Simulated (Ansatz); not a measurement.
C$_{3}$H$_{10}$Si, singlet, geometry from GFN2-xTB, with bond 5-1 at 1.8 times its length; CASSCF(4,4)/STO-3G (Ansatz, a quantum-chemistry and plane-wave program).

Here is a job for Ansatz.
Ansatz 0.2 input:
```yaml
crystal:
  periodic: [false, false, false]
  atoms:
    - {symbol: Si, position_ang: [0.04073386, 0.17469617, 0.35760769]}
    - {symbol: C, position_ang: [-0.93632647, 1.32546107, -0.80177407]}
    - {symbol: C, position_ang: [1.76177314, -0.16137959, -0.38276361]}
    - {symbol: C, position_ang: [-0.89668414, -1.46959913, 0.55913497]}
    - {symbol: H, position_ang: [0.31110259, 1.33423234, 2.73120890]}
    - {symbol: H, position_ang: [-1.06720294, 0.88307136, -1.78560862]}
    - {symbol: H, position_ang: [-1.92471659, 1.53808017, -0.40553043]}
    - {symbol: H, position_ang: [-0.42708050, 2.27506278, -0.93614693]}
    - {symbol: H, position_ang: [2.34594781, -0.81535313, 0.25769678]}
    - {symbol: H, position_ang: [1.69096143, -0.63686916, -1.35727020]}
    - {symbol: H, position_ang: [2.32361540, 0.75923791, -0.50896835]}
    - {symbol: H, position_ang: [-1.02667810, -1.97421212, -0.39440320]}
    - {symbol: H, position_ang: [-1.88430148, -1.31146644, 0.98190793]}
    - {symbol: H, position_ang: [-0.36433298, -2.14907487, 1.21795656]}
basis:
  gaussian:
    orbitals: STO-3G
hamiltonian:
  xc: hf
magnetization: {spin_polarized: false}
correlation: {active_space: {window: {electrons: 4, orbitals: 4}}}
```

Q: Predict the main parts of the log of this Ansatz run.

A: 
```
Functional definition: HF
440 factors; integrals over basis functions are off by at most 4.5e-5 eV
mean field evaluation 1: about -10975.4487 eV, gradient 1.8e1 eV
mean field evaluation 2: about -10975.5806 eV, gradient 1.8e1 eV
mean field evaluation 4: about -10978.5439 eV, gradient 1.8e0 eV
mean field evaluation 8: about -10978.5584 eV, gradient 6.2e-6 eV
mean field -10978.55835108 eV, -403.4545778680 hartree, gradient 1.8e-6 eV, S^2 0.000000; 0 other end points of the search recorded, 0 dependent functions left out
reference -10978.55835108 eV, -403.4545778680 hartree; 21, 21 occupied and 13, 13 virtual orbitals, 440 factors
state -10981.68984480 eV, -403.5696581397 hartree
2 active orbitals were swapped for others, from the solution at -10981.62853801 eV, -403.5674051566 hartree to that at -10981.68984480 eV, -403.5696581397 hartree; typed "places" are swapped only where nearly empty or full, and so, without "given_window_search", are "orbital_numbers", "shells" and a window whose orbitals a file names under [Active]
Total energy: -10981.68984480 eV, -403.5696581397 hartree
```
